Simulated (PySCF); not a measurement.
Excitations are Tamm–Dancoff values on a coarser integration grid. The basis has no diffuse functions, so Rydberg states are missing or too high.

Cartesian coordinates (Å):
```xyz
7

O     -0.7439     0.9907     0.5756
B      0.0000     0.0000     0.0000
O     -0.6198    -1.0714    -0.5780
O      1.3637     0.0807     0.0024
H     -0.1968     1.6863     0.9464
H     -1.5757    -1.0143    -0.5162
H      1.7724    -0.6721    -0.4300
```
Charge 0, spin multiplicity 1.

Question: Estimate the T1 excitation (TDA), LUMO, HOMO–LUMO gap, dipole moment, S1 excitation (TDA), HOMO, total energy and S1–T1 gap (TDA) that PySCF with PBE-D3(BJ)/def2-TZVP // PBE0-D4/def2-TZVP returns for this input.

Answer: 
The T1 excitation (TDA) is 7.17 eV and the LUMO is -0.25 eV. The HOMO–LUMO gap is 7.30 eV and the dipole moment is 0.00 D. The S1 excitation (TDA) is 7.38 eV. The HOMO comes out as -7.56 eV, the total energy is -252.3283 Ha and the S1–T1 gap (TDA) is 0.20 eV.
